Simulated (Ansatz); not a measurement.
Relaxation of CH6BClO (10 atoms, charge 0, multiplicity 1), to a largest force component of 0.03 eV/Å in at most 50 steps.

Computed with RKS CAM-B3LYP-D4/def2-SVP in Ansatz.

```xyz
10
Properties=species:S:1:pos:R:3:forces:R:3
B -0.020 -0.219 0.065 0.11 -0.28 0.69
O 0.013 -0.382 1.440 -0.03 0.19 -0.77
H -0.862 -0.551 1.808 -0.02 -0.02 0.01
C 1.332 -0.054 -0.698 -0.03 -0.03 0.05
H 1.627 -1.056 -1.060 -0.02 0.00 -0.03
H 1.241 0.588 -1.585 0.00 0.01 0.00
H 2.150 0.312 -0.061 -0.01 0.01 0.01
H -1.089 -0.307 -0.498 0.00 0.00 0.02
Cl 0.002 2.760 0.797 0.27 -0.64 0.80
H 0.319 1.793 1.655 -0.28 0.77 -0.77
```

**Question.** Where does it end, and by what steps?

**Answer.** It converged. After 18 steps the energy has fallen by 0.176 eV; Cl9 moved furthest, 1.45 Å.

```json
{"step": "0", "energy less start (eV)": "0.0000", "largest force component (eV/Å)": "0.796", "accepted": "yes"}
{"step": "1", "energy less start (eV)": "-0.0344", "largest force component (eV/Å)": "0.953", "accepted": "yes"}
{"step": "2", "energy less start (eV)": "-0.0677", "largest force component (eV/Å)": "0.384", "accepted": "yes"}
{"step": "3", "energy less start (eV)": "-0.0765", "largest force component (eV/Å)": "0.836", "accepted": "yes"}
{"step": "4", "energy less start (eV)": "-0.0893", "largest force component (eV/Å)": "0.536", "accepted": "yes"}
{"step": "5", "energy less start (eV)": "-0.1022", "largest force component (eV/Å)": "0.216", "accepted": "yes"}
{"step": "6", "energy less start (eV)": "-0.1160", "largest force component (eV/Å)": "0.369", "accepted": "yes"}
{"step": "7", "energy less start (eV)": "-0.1253", "largest force component (eV/Å)": "0.486", "accepted": "yes"}
{"step": "8", "energy less start (eV)": "-0.1405", "largest force component (eV/Å)": "0.267", "accepted": "yes"}
{"step": "9", "energy less start (eV)": "-0.1495", "largest force component (eV/Å)": "0.323", "accepted": "yes"}
{"step": "10", "energy less start (eV)": "-0.1543", "largest force component (eV/Å)": "0.265", "accepted": "yes"}
{"step": "11", "energy less start (eV)": "-0.1678", "largest force component (eV/Å)": "0.262", "accepted": "yes"}
{"step": "12", "energy less start (eV)": "-0.1573", "largest force component (eV/Å)": "0.648", "accepted": "no"}
{"step": "13", "energy less start (eV)": "-0.1495", "largest force component (eV/Å)": "0.520", "accepted": "no"}
{"step": "14", "energy less start (eV)": "-0.1723", "largest force component (eV/Å)": "0.062", "accepted": "yes"}
{"step": "15", "energy less start (eV)": "-0.1742", "largest force component (eV/Å)": "0.118", "accepted": "yes"}
{"step": "16", "energy less start (eV)": "-0.1746", "largest force component (eV/Å)": "0.145", "accepted": "yes"}
{"step": "17", "energy less start (eV)": "-0.1754", "largest force component (eV/Å)": "0.051", "accepted": "yes"}
{"step": "18", "energy less start (eV)": "-0.1757", "largest force component (eV/Å)": "0.005", "accepted": "yes"}
```

```xyz
10
Properties=species:S:1:pos:R:3
B -0.036 -0.512 -0.015
O -0.494 0.183 1.064
H -1.272 -0.203 1.485
C 1.216 0.001 -0.786
H 1.999 -0.776 -0.779
H 0.964 0.157 -1.848
H 1.632 0.931 -0.375
H -0.635 -1.518 -0.332
Cl 1.018 2.851 1.833
H 0.323 1.772 1.618
```

The run took 20 s on 4 threads of Arm Neoverse V2, with other jobs on the host, peak memory 0.2 GiB.
